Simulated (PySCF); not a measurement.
**`c1cccc2c1[se]nn2`, C₆H₄N₂Se**

Cartesian coordinates in Å; atom numbers follow the order of the lines, from 1:
```xyz
13

C    -1.5511    1.0463    0.4676
C    -1.8440   -0.3241    0.3517
C    -0.8449   -1.2661    0.1486
C     0.4827   -0.8283    0.0590
Se    2.0595   -1.7586   -0.2012
N     2.9332   -0.0189   -0.1054
N     2.1118    0.8818    0.0745
C     0.7747    0.5529    0.1762
C    -0.2439    1.4926    0.3808
H    -2.3616    1.7601    0.6272
H    -2.8821   -0.6575    0.4230
H    -1.0937   -2.3251    0.0612
H     0.0186    2.5483    0.4663
```

Computed with quadratic response CAM-B3LYP/aug-cc-pVDZ first hyperpolarisability, Taylor convention, gas phase in PySCF 2.14.0. Geometry: PBE0-D3(BJ)/def2-SVP.

The calculation is non-relativistic, which matters for the atoms heavier than Zn.

Question: Give the tensor of the second harmonic β(−2ω;ω,ω) at 1064 nm in the axes of these coordinates.

Answer: In au, Taylor convention; rows are the first index (the induced dipole):
```csv
,xx,yy,zz,xy,xz,yz
x,-70.6,-2.8,-14.3,-9.8,+3.2,+9.8
y,-9.3,+186.3,+76.5,-10.1,+9.3,+4.9
z,+3.4,+4.8,+27.8,+8.8,-12.4,+70.8
```
Norm of βᵢ = ⅓ Σⱼ (βᵢⱼⱼ + βⱼᵢⱼ + βⱼⱼᵢ): 267.9 au, hyper-Rayleigh value 105.0 au.
